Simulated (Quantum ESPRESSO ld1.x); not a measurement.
Species: Re III. Configuration: [Kr] 4d10 4f14 5s1.5 5p6 5d5 6s0.5 (fractional occupations, a model configuration). All-electron calculation, scalar-relativistic Kohn-Sham, LDA (Slater exchange, Perdew-Zunger correlation), spin-polarised, spherical densities, point nucleus; open shells are filled with parallel spins first. Program: ld1.x of Quantum ESPRESSO 7.5.

Radial electron density D(r) = 4 pi r^2 rho(r):

r (bohr)   D(r) (e/bohr)  spin D(r)
0.000779           5.575    0.00181
0.0009069          7.051    0.00229
0.001047           8.783    0.00284
0.001219           11.04    0.00355
0.001419           13.81    0.00442
0.001652           17.19    0.00548
0.001924           21.27    0.00673
0.002222           25.87    0.00811
0.002586           31.56    0.00979
0.003011           38.17     0.0117
0.003505           45.67     0.0137
0.004081           53.98     0.0158
0.004713           62.44     0.0178
0.005486           71.67     0.0197
0.006387           80.75     0.0210
0.007436           89.08     0.0215
0.008587           95.65     0.0210
0.009997           100.5     0.0190
0.01164            102.8     0.0155
0.01355            102.2     0.0106
0.01577            99.28    0.00516
0.01822            95.42   0.000624
0.02121            92.00   -0.00152
0.02469            91.44    0.00147
0.02874            95.61     0.0118
0.03346            105.0     0.0307
0.03864            117.3     0.0556
0.04498            130.1     0.0866
0.05237            137.8      0.119
0.06096            136.9      0.152
0.07097            127.4      0.189
0.08196            115.5      0.235
0.09542            107.3      0.298
0.1111             109.3      0.356
0.1293             119.1      0.364
0.1505             126.8      0.277
0.1739             122.3      0.117
0.2024             103.4    -0.0302
0.2356             80.15   0.000382
0.2743             66.84      0.276
0.3193             68.52      0.644
0.3688             76.20      0.806
0.4293             78.10      0.614
0.4998             68.07      0.214
0.5819             50.86     0.0260
0.6774             34.87      0.383
0.7823             24.99       1.22
0.9107             19.42       2.34
1.06               15.96       3.29
1.234              12.63       3.81
1.425              9.342       3.81
1.659              6.244       3.39
1.932              3.902       2.69
2.249              2.314       1.90
2.618              1.287       1.18
3.024             0.6720      0.647
3.52              0.2922      0.288
4.098             0.1041      0.104
4.771            0.02901     0.0290
5.554           0.006059    0.00606
6.414           0.001011    0.00101
7.467          0.0001053   0.000105

D(r) has 4 maxima, at r = 0.0121, 0.0558, 0.154, 0.409 bohr, and minima at 0.0233, 0.100, 0.290 bohr, inside which lie 1.89, 11.06, 29.98 electrons.
